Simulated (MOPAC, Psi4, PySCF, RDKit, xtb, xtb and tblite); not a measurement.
Two geometries of C10H16O, SMILES c1ccoc1CCC(C)(C)C, relaxed at GFN2-xTB with one dihedral held; other torsions can differ between them too.

Structure A

```
27

C     -2.5632    -0.7326     1.0388
C     -1.7473     0.1394     0.0753
C     -2.1381     1.6007     0.3050
C     -2.0859    -0.2600    -1.3622
C     -0.2575    -0.1067     0.3851
C      0.7730     0.3711    -0.6508
C      0.7525     1.8345    -0.9261
C      1.1352     2.9057    -0.1727
C      0.8944     4.0570    -0.9626
C      0.3899     3.6021    -2.1391
O      0.3029     2.2591    -2.1279
H     -2.3606    -1.7883     0.8709
H     -3.6282    -0.5642     0.8963
H     -2.3157    -0.4960     2.0714
H     -3.2141     1.7191     0.1930
H     -1.8622     1.9202     1.3076
H     -1.6549     2.2595    -0.4083
H     -3.1611    -0.2071    -1.5198
H     -1.6086     0.4078    -2.0741
H     -1.7620    -1.2790    -1.5645
H     -0.1080    -1.1828     0.5024
H     -0.0258     0.3626     1.3441
H      0.6178    -0.1525    -1.5947
H      1.7636     0.1015    -0.2746
H      1.5351     2.8799     0.8202
H      1.0749     5.0765    -0.6895
H      0.0687     4.1068    -3.0284
```

Structure B

```
27

C     -2.5387    -0.7086     1.1952
C     -1.8347     0.0354     0.0508
C     -2.3180     1.4862     0.0654
C     -2.2160    -0.6345    -1.2714
C     -0.3215    -0.0904     0.3082
C      0.6926     0.4630    -0.7215
C      0.2974     1.6384    -1.5461
C      0.4102     2.9796    -1.3165
C     -0.0642     3.6282    -2.4830
C     -0.4183     2.6359    -3.3409
O     -0.1965     1.4303    -2.7864
H     -2.2262    -1.7501     1.2323
H     -3.6171    -0.6832     1.0566
H     -2.3070    -0.2475     2.1530
H     -3.4043     1.5103     0.1270
H     -1.9160     2.0176     0.9252
H     -2.0264     2.0179    -0.8333
H     -3.2923    -0.5837    -1.4223
H     -1.7314    -0.1479    -2.1117
H     -1.9213    -1.6821    -1.2646
H     -0.0866    -1.1469     0.4474
H     -0.1271     0.4082     1.2628
H      0.9276    -0.3369    -1.4297
H      1.6089     0.7122    -0.1846
H      0.7751     3.4466    -0.4248
H     -0.1277     4.6830    -2.6554
H     -0.8213     2.6516    -4.3339
```

Q: Which is lower in energy at the level PBE0-D3(BJ)/def2-SVP // GFN2-xTB (Psi4 1.11), and by how much?

A: A is lower, by 14.06 kJ/mol (dihedral C2–C5–C6–C7: 60° in A, 30° in B).

E(B) − E(A) in kJ/mol at the other levels, on the same two geometries: GFN2-xTB (xtb and tblite) 12.82; MMFF94 // GFN2-xTB (RDKit) 24.81; PBE0/def2-SVP // GFN2-xTB (Psi4) 14.47; PBE/def2-SVP // GFN2-xTB (Psi4) 13.83; PBE-D3(BJ)/def2-SVP // GFN2-xTB (Psi4) 13.44; UFF // GFN2-xTB (RDKit) 28.53; PM7, restricted, heats of formation // GFN2-xTB (MOPAC) 12.34; PM6, restricted, heats of formation // GFN2-xTB (MOPAC) 10.53; GFN1-xTB // GFN2-xTB (xtb) 10.26; restricted B3LYP/6-31G*, spherical d, density fitting // GFN2-xTB (PySCF) 14.86; restricted B3LYP/3-21G, density fitting // GFN2-xTB (PySCF) 12.86; restricted BP86/6-31G*, spherical d, density fitting // GFN2-xTB (PySCF) 14.20.
